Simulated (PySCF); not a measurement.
MSi cations for M along group 14

r²SCAN with triple-zeta basis sets in PySCF, for the lowest determinant that a PBE0 search found; no spin–orbit coupling. De refers to high-spin ground-configuration atoms (the charge goes to the atom of lower measured ionisation energy or higher electron affinity, which is not always the lowest computed limit). A positive dipole points towards Si; it is taken about the centre of mass and depends on that origin.

| M | basis | charged atom | state (unpaired electrons) | Re (Å) | ωe (cm⁻¹) | De (eV) | μ (D) |
| --- | --- | --- | --- | --- | --- | --- | --- |
| C | def2-TZVPPD | Si+ | quartet (σ ↑, π ↑↑) | 1.823 | 825 | 3.99 | 0.92 |
| Si | def2-TZVPPD | Si+ | quartet (σ ↑, π ↑↑) | 2.281 | 464 | 3.87 | n/a |
| Ge | def2-TZVPPD | Ge+ | quartet (σ ↑, π ↑↑) | 2.344 | 366 | 3.60 | 2.34 |

The shortest bond is that of SiC⁺ (1.823 Å), the longest that of SiGe⁺ (2.344 Å).

Down a group the atoms grow and get heavier, so bonds lengthen and wavenumbers fall; this series shows no clear exception.

Spin–orbit coupling is left out. For an ion De counts to the pair picked by the measured ionisation energies or electron affinities, which need not be the lowest pair at this level. States were picked by a PBE0 search and need not be the measured ground states.
